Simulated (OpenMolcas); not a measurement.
Ce2+ in a point-charge field

Ce2+ among 6 point charges of -2 e arranged as an octahedron (Oh), 3.26 Å from the ion.
```
   3.2600    0.0000    0.0000  -2.00
   0.0000    3.2600    0.0000  -2.00
  -3.2600    0.0000    0.0000  -2.00
   0.0000   -3.2600    0.0000  -2.00
   0.0000    0.0000    3.2600  -2.00
   0.0000    0.0000   -3.2600  -2.00
```

```yaml
Program: OpenMolcas 26.06
Method: CASSCF
Basis: ANO-RCC-VDZP [7s6p4d2f1g]
Scalar_Hamiltonian: DKH2, point nucleus
Active_space: 2 electrons in 7 orbitals (4f)
State_averaging: 2S+1 = 3 even, 21 roots; 2S+1 = 1 even, 27 roots kept (CI in the orbitals of an earlier block)
Spin-orbit_coupling: state interaction with AMFI integrals over the reference wave functions
```

The lowest spin-free states (labels of O, the rotations of Oh), above the lowest:

```json
{"State": "3T1", "Degeneracy": "3", "E (cm-1)": "0.0", "Free-ion L (%)": "H (100)"}
{"State": "3T2", "Degeneracy": "3", "E (cm-1)": "128.3", "Free-ion L (%)": "H (100)"}
{"State": "3E", "Degeneracy": "2", "E (cm-1)": "365.9", "Free-ion L (%)": "H (100)"}
{"State": "3T1", "Degeneracy": "3", "E (cm-1)": "401.7", "Free-ion L (%)": "H (100)"}
{"State": "3T1", "Degeneracy": "3", "E (cm-1)": "5064", "Free-ion L (%)": "F (100)"}
{"State": "3T2", "Degeneracy": "3", "E (cm-1)": "5240", "Free-ion L (%)": "F (100)"}
{"State": "3A2", "Degeneracy": "1", "E (cm-1)": "5444", "Free-ion L (%)": "F (100)"}
{"State": "1A1", "Degeneracy": "1", "E (cm-1)": "5627", "Free-ion L (%)": "G (100)"}
{"State": "1T1", "Degeneracy": "3", "E (cm-1)": "5692", "Free-ion L (%)": "G (100)"}
{"State": "1E", "Degeneracy": "2", "E (cm-1)": "5732", "Free-ion L (%)": "G (100)"}
{"State": "1T2", "Degeneracy": "3", "E (cm-1)": "5917", "Free-ion L (%)": "G (100)"}
{"State": "1T2", "Degeneracy": "3", "E (cm-1)": "17463", "Free-ion L (%)": "D (100)"}
{"State": "1E", "Degeneracy": "2", "E (cm-1)": "17941", "Free-ion L (%)": "D (100)"}
{"State": "1A1", "Degeneracy": "1", "E (cm-1)": "21068", "Free-ion L (%)": "I (100)"}
{"State": "1T1", "Degeneracy": "3", "E (cm-1)": "21134", "Free-ion L (%)": "I (100)"}
{"State": "1T2", "Degeneracy": "3", "E (cm-1)": "21214", "Free-ion L (%)": "I (100)"}
{"State": "1A2", "Degeneracy": "1", "E (cm-1)": "21539", "Free-ion L (%)": "I (100)"}
{"State": "1T2", "Degeneracy": "3", "E (cm-1)": "21655", "Free-ion L (%)": "I (100)"}
{"State": "1E", "Degeneracy": "2", "E (cm-1)": "21696", "Free-ion L (%)": "I (100)"}
{"State": "3T1", "Degeneracy": "3", "E (cm-1)": "23417", "Free-ion L (%)": "P (100)"}
```

The lowest levels with spin-orbit coupling:

```json
{"E (cm-1)": "0.0", "Degeneracy": "1", "Label": "A1", "2S+1": "3", "J": "4.00", "|mJ| (%)": "0 (58)"}
{"E (cm-1)": "103.8", "Degeneracy": "3", "Label": "T1", "2S+1": "3", "J": "4.00", "|mJ| (%)": "1 (58)"}
{"E (cm-1)": "174.0", "Degeneracy": "2", "Label": "E", "2S+1": "3", "J": "4.00", "|mJ| (%)": "2 (50)"}
{"E (cm-1)": "379.1", "Degeneracy": "3", "Label": "T2", "2S+1": "3", "J": "3.99", "|mJ| (%)": "3 (58)"}
{"E (cm-1)": "1714", "Degeneracy": "3", "Label": "T1", "2S+1": "3", "J": "4.99", "|mJ| (%)": "5 (35)"}
{"E (cm-1)": "1768", "Degeneracy": "3", "Label": "T2", "2S+1": "3", "J": "5.00", "|mJ| (%)": "2 (33)"}
{"E (cm-1)": "1948", "Degeneracy": "2", "Label": "E", "2S+1": "3", "J": "4.99", "|mJ| (%)": "2 (50)"}
{"E (cm-1)": "1979", "Degeneracy": "3", "Label": "T1", "2S+1": "3", "J": "4.99", "|mJ| (%)": "3 (57)"}
{"E (cm-1)": "3416", "Degeneracy": "2", "Label": "E", "2S+1": "3", "J": "5.99", "|mJ| (%)": "0 (44)"}
{"E (cm-1)": "3440", "Degeneracy": "3", "Label": "T2", "2S+1": "3", "J": "5.99", "|mJ| (%)": "1 (54)"}
{"E (cm-1)": "3507", "Degeneracy": "1", "Label": "A2", "2S+1": "3", "J": "5.99", "|mJ| (%)": "2 (69)"}
{"E (cm-1)": "3698", "Degeneracy": "3", "Label": "T2", "2S+1": "3", "J": "5.98", "|mJ| (%)": "5 (40)"}
{"E (cm-1)": "3741", "Degeneracy": "3", "Label": "T1", "2S+1": "3", "J": "5.98", "|mJ| (%)": "4 (33)"}
{"E (cm-1)": "3776", "Degeneracy": "1", "Label": "A1", "2S+1": "3", "J": "5.98", "|mJ| (%)": "4 (87)"}
{"E (cm-1)": "5720", "Degeneracy": "2", "Label": "E", "2S+1": "3", "J": "2.01", "|mJ| (%)": "2 (50)"}
{"E (cm-1)": "5810", "Degeneracy": "3", "Label": "T2", "2S+1": "3", "J": "2.03", "|mJ| (%)": "1 (66)"}
{"E (cm-1)": "6688", "Degeneracy": "1", "Label": "A1", "2S+1": "1 (52 %)", "J": "4.01", "|mJ| (%)": "0 (58)"}
{"E (cm-1)": "6703", "Degeneracy": "3", "Label": "T1", "2S+1": "3 (65 %)", "J": "3.73", "|mJ| (%)": "1 (48)"}
{"E (cm-1)": "6783", "Degeneracy": "3", "Label": "T2", "2S+1": "3 (86 %)", "J": "3.32", "|mJ| (%)": "3 (35)"}
{"E (cm-1)": "6789", "Degeneracy": "2", "Label": "E", "2S+1": "1 (53 %)", "J": "4.00", "|mJ| (%)": "2 (50)"}
```

Powder χT (cm3 K/mol): 0.0419 at 2 K, 0.21 at 10 K, 0.956 at 50 K, 1.33 at 100 K, 1.52 at 200 K, 1.59 at 300 K. The effective moment at 300 K is 2.828 √(χT) = 3.57 μB.

Hund's rules give f2 the level 3H4 with g = 0.800, so an isolated free-ion multiplet has χT = g² J(J+1) / 8 = 1.600 cm3 K/mol. The computed 1.590 at 300 K differs by -1 %, through the field's splitting, the mixing of terms and any other multiplet in reach.

Stevens parameters of the J = 4 multiplet, which is 379 cm-1 wide (cm-1, z along the main axis): B40 = -1.157e-01, B44 = -5.783e-01, B60 = 3.983e-05, B64 = -8.090e-04.

Point charges carry no covalency, so the field is a model and not that of real ligands. The first state left out of the spin-orbit step lies near 52000 cm-1 above the lowest spin-free state of the reference (among the parities and spins computed), and the lists stop at four fifths of that energy or lower. No measured value stands beside these numbers.

The RASSCF and RASSI steps took 9 s on 1 thread of Arm Neoverse V1 (shared host); the integral step is not counted.
